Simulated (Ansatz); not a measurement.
The cluster Cd₄S₅. The state is a singlet with charge 0. Geometry PBE-D4/def2-SVP; atoms count from 1.

Cartesian coordinates in Å:
```
Cd 2.1432 0.9398 -1.0945
Cd -0.2989 0.8428 -2.4159
Cd -0.3214 0.1215 1.3149
Cd -0.1357 -1.8466 3.5145
S -1.7046 -1.6104 0.0696
S 0.1316 2.4416 0.5412
S 1.6654 -1.5441 0.0563
S -1.4645 2.4884 -0.8139
S -0.0150 -1.8329 -1.1722
```

In the def2 sets Cd takes a core potential; there is no spin–orbit coupling. The restricted singlet is unstable towards broken spin symmetry in Hartree–Fock (as tested in another run); at PBE0-D4/def2-TZVP this wasn't settled. Another isomer (singlet) lies 2.65 eV lower at PBE0-D4/def2-TZVP; other spin states weren't run for this one.

(1) Estimate the Mulliken populations from the PBE0/def2-TZVP orbitals of Ansatz.

(2) And the Mayer bond orders between heavy atoms (over 0.3)?

## Answers

(1) 
```json
{"atom": "Cd1", "charge (e)": "0.28", "d electrons": "10.01"}
{"atom": "Cd2", "charge (e)": "0.37", "d electrons": "10.01"}
{"atom": "Cd3", "charge (e)": "0.56", "d electrons": "10.02"}
{"atom": "Cd4", "charge (e)": "0.18", "d electrons": "9.99"}
{"atom": "S5", "charge (e)": "-0.36", "d electrons": "–"}
{"atom": "S6", "charge (e)": "-0.31", "d electrons": "–"}
{"atom": "S7", "charge (e)": "-0.37", "d electrons": "–"}
{"atom": "S8", "charge (e)": "-0.33", "d electrons": "–"}
{"atom": "S9", "charge (e)": "-0.02", "d electrons": "–"}
```
Mulliken values depend strongly on the basis.

(2) Cd1–Cd2 0.68 (2.78 Å); Cd1–S7 0.37 (2.78 Å); Cd2–S8 0.64 (2.58 Å); Cd3–Cd4 0.39 (2.96 Å); Cd3–S5 0.58 (2.54 Å); Cd3–S6 0.70 (2.49 Å); S5–S9 1.12 (2.11 Å); S6–S8 1.16 (2.09 Å); S7–S9 1.14 (2.10 Å).
